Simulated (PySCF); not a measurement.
## Static response to an electric field

Si(vinyl)3(tBu), C10H18Si.
Geometry (PBE0-D3(BJ)/def2-SVP, Å), atoms numbered from 1 in this order:
```xyz
29
C10H18Si angstrom
Si     0.203    0.356    0.165
C      0.302    0.257    2.037
C     -0.029    1.267    2.851
H      0.658   -0.674    2.498
H     -0.385    2.226    2.457
H      0.041    1.187    3.942
C      1.941    0.447   -0.539
C      3.030    0.684    0.201
H      2.079    0.307   -1.620
H      2.963    0.840    1.284
H      4.035    0.736   -0.235
C     -0.742    1.903   -0.318
C     -0.174    2.978   -0.879
H     -1.824    1.939   -0.130
H      0.902    3.013   -1.087
H     -0.749    3.870   -1.151
C     -0.690   -1.190   -0.524
C     -0.797   -1.072   -2.046
C     -2.090   -1.279    0.088
C      0.115   -2.440   -0.157
H     -1.327   -1.947   -2.465
H     -1.353   -0.170   -2.349
H      0.193   -1.030   -2.528
H     -2.711   -0.408   -0.176
H     -2.056   -1.343    1.187
H     -2.616   -2.178   -0.283
H      0.195   -2.573    0.934
H      1.138   -2.404   -0.563
H     -0.373   -3.345   -0.562
```

Level: B3LYP/def2-SVPD (PySCF), static field, nuclei fixed, core orbitals frozen in the response. The polarisability tensor in these axes (au):

```
x   146.44   5.76   2.45
y     5.76 153.04   4.33
z     2.45   4.33 145.34
```

**Question.** Diagonalise the tensor; give its mean and Δα, where Δα² is half the sum of the squared differences of the eigenvalues.

**Answer.** Principal values 143.09, 143.43 and 158.29 au; mean 148.27 au = 21.97 Å³ = 24.45 × 10⁻⁴⁰ C²·m²/J; Δα = 15.04 au (10 % of the mean).

**Question.** What is the dipole moment?

**Answer.** 0.15 D at this geometry.

**Question.** Form Σ f/ω² (atomic units) for the 10 lowest TDDFT singlets, given as eV and f, and set it beside the mean polarisability, which is this sum over all singlets: 5.75, 0.0174; 5.76, 0.0178; 5.78, 0.0662; 6.15, 0.0031; 6.16, 0.0063; 6.17, 0.0080; 6.48, 0.0673; 6.49, 0.0662; 6.52, 0.0338; 6.60, 0.0052.

**Answer.** They add up to 5.62 au, 3.8 % of the 148.27 au; the largest single term is 1.47 au, from the state at 5.78 eV. Terms in order: 0.39, 0.40, 1.47, 0.06, 0.12, 0.15, 1.19, 1.16, 0.59, 0.09 au. Higher excitations give the rest. The strengths listed sum to 0.291.

**Question.** Refractivity n − 1 of an ideal gas of it at 500 K and 1 atm, from the electronic α?

**Answer.** N = p/kT = 1.4678 × 10¹⁹ cm⁻³, so n − 1 = 2π × N × 21.97 × 10⁻²⁴ cm³ = 2026 × 10⁻⁶ at long wavelengths, for an ideal gas.

**Question.** Molar refractivity from α?

**Answer.** Lorentz–Lorenz: R = (4π/3)N_A α = 2.5225 cm³/(mol·Å³) × 21.97 Å³ = 55.4 cm³/mol, in the limit of long wavelengths.

**Question.** Rayleigh depolarisation ratio (linearly polarised light, static tensor)?

**Answer.** ρ = 3Δα²/(45ᾱ² + 4Δα²) = 678.3/(989318 + 904.4) = 0.000685.

One conformer (not necessarily the lowest) at the PBE0-D3(BJ)/def2-SVP geometry, without solvent, vibrations or thermal averaging.

These values come from a run that also computed excited states. Hardware: Intel Xeon Platinum 8259CL at 2.50 GHz, 2 threads, no GPU, shared host with 64 logical CPUs at a one-minute load of 24. Cost: 2.1 min wall, 4.6 min CPU (with the writing of density and orbital grids), 2.2 GiB resident at most.
